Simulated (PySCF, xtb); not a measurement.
ZnHCl, SMILES [Cl][ZnH].

Harmonic wavenumbers (cm⁻¹) from GFN2-xTB (xtb) at its own minimum, in rising order: 184, 184, 321, 1732.

**Question.** What does PBE-D3(BJ)/def2-TZVP (PySCF) give at its own minimum? (The exact figures need the calculation; the answer reports its results.)

**Answer.** 412, 445, 445, 1951. Paired by order, the mean absolute difference is 208 cm⁻¹ and the zero-point energies are 3.5 and 4.6 kcal/mol.
